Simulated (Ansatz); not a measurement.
A run on C$_{2}$H$_{7}$BrSi, SMILES `[SiH3]CCBr` with other settings.

```yaml
crystal:
  periodic: [false, false, false]
  atoms:
    - {symbol: Si, position_ang: [0.056338, 1.534911, 0.109228]}
    - {symbol: C, position_ang: [-0.585106, -0.236606, 0.202966]}
    - {symbol: C, position_ang: [0.438977, -1.237827, -0.260479]}
    - {symbol: Br, position_ang: [-0.221808, -3.078153, -0.163955]}
    - {symbol: H, position_ang: [0.424702, 1.874127, -1.291529]}
    - {symbol: H, position_ang: [-0.996387, 2.473052, 0.577282]}
    - {symbol: H, position_ang: [1.263439, 1.689645, 0.964702]}
    - {symbol: H, position_ang: [-0.880398, -0.441977, 1.236079]}
    - {symbol: H, position_ang: [-1.491760, -0.307651, -0.404996]}
    - {symbol: H, position_ang: [0.719824, -1.095780, -1.302720]}
    - {symbol: H, position_ang: [1.337677, -1.230741, 0.354022]}
basis:
  gaussian: {orbitals: def2-TZVPP}
hamiltonian: {xc: {name: wB97M-V}}
output: {forces: true}
```

```sh
$ ansatz run in.yaml --threads 4 --pin off --events-out ev --progress --plain --max-ram 10444MiB
```

Shortened log:

```
Functional definition: wB97M-V
1472 factors; their error is unknown
328 factors; integrals over basis functions are off by at most 4.0e-5 eV
mean field evaluation 1: about -80104.1399 eV, gradient 3.6e1 eV
mean field evaluation 2: about -80105.0312 eV, gradient 2.9e1 eV
mean field evaluation 4: about -80107.0531 eV, gradient 1.4e0 eV
mean field evaluation 8: about -80107.3087 eV, gradient 5.2e-1 eV
mean field evaluation 16: about -80107.3090 eV, gradient 4.6e-5 eV
mean field -80107.30900721 eV, -2943.8893073306 hartree, gradient 4.6e-5 eV, S^2 0.000000; 0 other end points of the search recorded, 0 dependent functions left out
reference -80107.30905990 eV, -2943.8893092670 hartree; 34, 34 occupied and 216, 216 virtual orbitals, 1472 factors
Total energy: -80107.30905990 eV, -2943.8893092670 hartree
Atom 0 at     0.056338     1.534911     0.109228 Å, force     0.022891     0.118148     0.001125 eV/Å
Atom 1 at    -0.585106    -0.236606     0.202966 Å, force    -0.160893     0.171527     0.074075 eV/Å
Atom 2 at     0.438977    -1.237827    -0.260479 Å, force     0.211210    -0.129158    -0.089316 eV/Å
Atom 3 at    -0.221808    -3.078153    -0.163955 Å, force    -0.018753    -0.000768     0.006848 eV/Å
Atom 4 at     0.424702     1.874127    -1.291529 Å, force    -0.039319    -0.045628     0.153713 eV/Å
Atom 5 at    -0.996387     2.473052     0.577282 Å, force     0.122782    -0.107110    -0.054390 eV/Å
Atom 6 at     1.263439     1.689645     0.964702 Å, force    -0.131986    -0.025164    -0.095901 eV/Å
Atom 7 at    -0.880398    -0.441977     1.236079 Å, force     0.020660    -0.001205    -0.075837 eV/Å
Atom 8 at    -1.491760    -0.307651    -0.404996 Å, force     0.064929    -0.010927     0.042936 eV/Å
Atom 9 at     0.719824    -1.095780    -1.302720 Å, force    -0.015784     0.008669     0.098654 eV/Å
Atom 10 at     1.337677    -1.230741     0.354022 Å, force    -0.075736     0.021614    -0.061905 eV/Å
Dipole moment:     0.051372     0.333523     0.007925 e Å
```

It took 10 s on 4 threads of an Arm Neoverse V2 on a shared host, with 0.98 GiB of host memory at the peak.
